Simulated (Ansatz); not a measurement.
```yaml
crystal:
  periodic: [false, false, false]
  atoms:
    - {symbol: Se, position_ang: [-0.957554, -0.881147, 1.006114]}
    - {symbol: Se, position_ang: [0.739474, 0.800678, 1.239060]}
    - {symbol: Se, position_ang: [0.964321, 0.587316, -1.113327]}
    - {symbol: Se, position_ang: [-0.775862, -0.824671, -1.265716]}
basis:
  gaussian: {orbitals: def2-mTZVPP, nuclear_model: gaussian}
total_charge: 2
hamiltonian: {xc: {name: BHLYP}, dispersion: d4}
scf: {omitted_lower_state_checks: [starts]}
```

```sh
$ ansatz run in.yaml --threads 2 --pin off --events-out ev --progress --plain --max-ram 4352MiB
```

Shortened log:

```
Functional definition: BHLYP
1304 factors; integrals over basis functions are off by at most 8.9e-4 eV
mean field evaluation 1: about -261373.7941 eV, gradient 1.8e1 eV
mean field evaluation 2: about -261374.1509 eV, gradient 1.5e1 eV
mean field evaluation 4: about -261374.6796 eV, gradient 2.4e0 eV
mean field evaluation 8: about -261374.7160 eV, gradient 2.1e-1 eV
mean field evaluation 16: about -261374.7161 eV, gradient 3.1e-5 eV
mean field -261374.71612512 eV, -9605.3436514526 hartree, gradient 3.1e-5 eV, S^2 0.000000; 0 other end points of the search recorded, 0 dependent functions left out
reference -261374.71628446 eV, -9605.3436573079 hartree; 67, 67 occupied and 77, 77 virtual orbitals, 1304 factors
Total energy: -261375.14347729 eV, -9605.3593563552 hartree
Checks for a lower state left out: starts
```

Hardware: 2 threads of Intel Xeon Platinum 8259CL on a shared host. Wall time 8 s.

The restricted singlet is unstable towards broken spin symmetry at other levels; at RKS BHLYP-D4/def2-mTZVPP this wasn't settled.
